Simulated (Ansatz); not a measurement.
`[NH2][Y]([NH2])[Cl]` + H–F → `[NH2][Y]([F])[Cl]` + NH₃  (ligand exchange at a Y–N bond)

Calculated with Ansatz (gas phase, PBE0-D4/def2-TZVP geometries, no zero-point term in ΔE). CCSD(T)/CBS adds triple-zeta CCSD(T) − MP2 to the extrapolated MP2 energy (def2 sets, frozen cores). This one scheme is used for every species. Functionals use def2-TZVPP. B3LYP here is the variant with VWN-RPA as its local correlation; programs differ in this. HSE06 is defined as in plane-wave codes. def2 core potentials past Kr. For Y outer-core shells are correlated without core-valence functions, which leaves a few kJ/mol of doubt a bond. One conformer a species, not always the lowest.

(1) Is it downhill or uphill in electronic energy at CCSD(T)/CBS, and by how much? (Best estimate.)

(2) What do these levels give: r2SCAN-D4, HSE06-D4, ωB97M-V, BLYP, B3LYP, RPA@PBE/def2-TZVPP, MP2/def2-SVP, CCSD(T)/def2-SVP, CCSD(T)/def2-TZVPP, HF/def2-QZVPP, SCS-MP2/def2-QZVPP, HF/CBS(def2)? (An estimate is asked.)

Largest T1 diagnostic among the species: 0.013.

## Answers

(1) The calculation gave: Downhill: ΔE = -129.7 kJ/mol.

(2) The calculation gave: r2SCAN-D4 -138.7, HSE06-D4 -131.9, ωB97M-V -136.1, BLYP -143.0, B3LYP -140.3, RPA@PBE/def2-TZVPP -123.6, MP2/def2-SVP -145.6, CCSD(T)/def2-SVP -146.3, CCSD(T)/def2-TZVPP -125.2, HF/def2-QZVPP -143.4, SCS-MP2/def2-QZVPP -130.8, HF/CBS(def2) -143.9 kJ/mol.

Leaving LDA and LC-ωPBE aside and taking each functional with its dispersion term where it has one, the values, not all of them listed here, spread over 13.2 kJ/mol, from B97M-V to PBE-QIDH. LDA lies +6.7 kJ/mol from PBE without D4. At CCSD(T), def2-SVP lies −16.6 kJ/mol from the extrapolated value and def2-TZVPP +4.4 kJ/mol. From BLYP to BHLYP (50 % exact exchange), in def2-TZVPP and without D4, ΔE moves by +3.2 kJ/mol.
